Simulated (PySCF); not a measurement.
A PySCF script (with the pyscf-properties extension) for the NMR shieldings of SMILES C/C=C/P1C=C1C(F)(F)F, C₆H₆F₃P, on a GFN2-xTB geometry:

```python
import basis_set_exchange as bse
import numpy as np
from pyscf import gto, dft
from pyscf.prop import nmr

atoms = """
C     3.098683   -0.469619    0.209323
C     2.035207    0.559566    0.361887
C     0.804509    0.457052   -0.131122
P    -0.439199    1.762331    0.119451
C    -1.609572    1.354717   -1.255670
C    -1.973106    0.768290   -0.140041
C    -2.984290   -0.131326    0.436309
F    -3.559316    0.378288    1.536849
F    -3.981982   -0.406672   -0.424888
F    -2.455507   -1.316168    0.794690
H     3.956674   -0.045704   -0.312281
H     3.442648   -0.798266    1.189614
H     2.735958   -1.331465   -0.345553
H     2.313224    1.445601    0.919561
H     0.501183   -0.421732   -0.690399
H    -1.892711    1.471533   -2.279140
"""
names = dict.fromkeys(["C", "P", "F", "H"], "pcSseg-1")
basis = {el: gto.basis.parse(bse.get_basis(n, elements=[el], fmt="nwchem")) for el, n in names.items()}
mol = gto.M(atom=atoms, basis=basis, charge=0, verbose=0)
mf = dft.RKS(mol, xc="PBE0")
mf.grids.level = 2
mf.grids.alignment = dft.numint.BLKSIZE   # the property module wants whole blocks of grid points
mf.conv_tol = 1e-9
mf.kernel()

calc = nmr.RKS(mf)   # GIAO
C = mf.mo_coeff
Co = C[:, mf.mo_occ > 0]
resp = mf.gen_response(singlet=True, hermi=2)
def vind(x):   # induced exchange potential for any number of trial vectors
    d = np.einsum("pi,xij,qj->xpq", C, 2 * x.reshape(-1, C.shape[1], Co.shape[1]), Co, optimize=True)
    return np.einsum("xpq,pi,qj->xij", resp(d - d.transpose(0, 2, 1)), C, Co, optimize=True).ravel()
mo1, _ = nmr.rhf.solve_mo1(calc, with_cphf=vind)
sigma = calc.kernel(mo1)
for i, s in enumerate(sigma):   # ppm
    print("%2d %-2s %9.2f" % (i, mol.atom_pure_symbol(i), np.trace(s) / 3))
```

Q: What are the results?

A: 
```
 0 C     162.31
 1 C      35.60
 2 C      34.91
 3 P     494.42
 4 C      45.11
 5 C      47.52
 6 C      53.64
 7 F     246.79
 8 F     244.86
 9 F     242.62
10 H      29.70
11 H      29.67
12 H      29.84
13 H      24.94
14 H      26.21
15 H      22.98
```

These numbers come from an equivalent density-fitted implementation of the same equations, which agrees with the script to about 0.01 ppm for H and up to a few tenths of a ppm for heavy atoms, so last digits may differ.

Size and cost of the density-fitted run: 207 basis functions, 35 s wall time on 1 thread of an Arm Neoverse V1, shared host; peak memory 0.86 GiB.
